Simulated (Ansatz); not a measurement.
`C[SiH2][SiH2]N` + `N[SiH](O)F` → `N[SiH2][SiH](N)O` + `C[SiH2]F`  (redistribution)

Gas-phase electronic energies from Ansatz, PBE0-D4/def2-TZVP geometries. CCSD(T)/CBS adds triple-zeta CCSD(T) − MP2 to the extrapolated MP2 energy (def2 sets, frozen cores). This one scheme is used for every species. Each species was taken in one conformer, which may not be the lowest.

| level | ΔE (kJ/mol) |
| --- | --- |
| CCSD/def2-TZVPP | 33.6 |
| CCSD/CBS(def2) | 31.7 |

Task: What does CCSD(T)/CBS give? (An estimate is asked.)

Result: Ansatz gave: +31.5 kJ/mol. The listed levels differ from it by 2.1, 0.2 kJ/mol.

Largest T1 diagnostic among the species: 0.011.

CCSD(T)/CBS has its own doubt, a few kJ/mol and more with outer-core shells, so smaller differences from it don't rank the levels.
